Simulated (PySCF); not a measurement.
N-methylmethanimine (C2H5N), SMILES C=NC. Atoms are numbered in the order given.

```xyz
8

C      0.1335     1.1380     0.0000
N     -0.5318    -0.1378     0.0000
C      0.1804    -1.1734     0.0000
H     -0.1866     1.7067    -0.8771
H     -0.1866     1.7067     0.8771
H      1.2309     1.0642     0.0000
H      1.2800    -1.1488     0.0000
H     -0.2986    -2.1520     0.0000
```

The structure is a stationary point at PBE0-D3(BJ)/def2-TZVP.

The numbers are results of KT2/pcSseg-2 run with PySCF, not measurements.

GIAO shieldings, no solvent; atoms listed in one row are averaged. δ = σ(ref) − σ: ¹³C against TMS (σ = 184.2 ppm); ¹⁵N against NH3 (σ = 261.9 ppm); ¹H against TMS (σ = 31.47 ppm), references at their B3LYP-D3(BJ)/def2-TZVP geometries, non-relativistic.

```tsv
nucleus	atoms	count	δ (ppm)
¹³C	C3	1	151.4
¹³C	C1	1	56.0
¹⁵N	N2	1	379.6
¹H	H7	1	7.73
¹H	H8	1	7.09
¹H	H4, H5, H6	3	3.54
```
